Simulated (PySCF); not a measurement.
BCl2, SMILES [B+](Cl)Cl, charge +1. Geometry optimised at PBE-D3(BJ)/def2-TZVP.

Computed equilibrium geometry at PBE-D3(BJ)/def2-TZVP (PySCF confirms it by a frequency run) as bond lengths and angles, and its point group:
point group D∞h.
Atoms: B1 Cl2 Cl3. Bond lengths (Å): B1–Cl2 1.619, B1–Cl3 1.619. Angles (°): Cl2–B1–Cl3 180.0.
Charge +1, spin multiplicity 1.
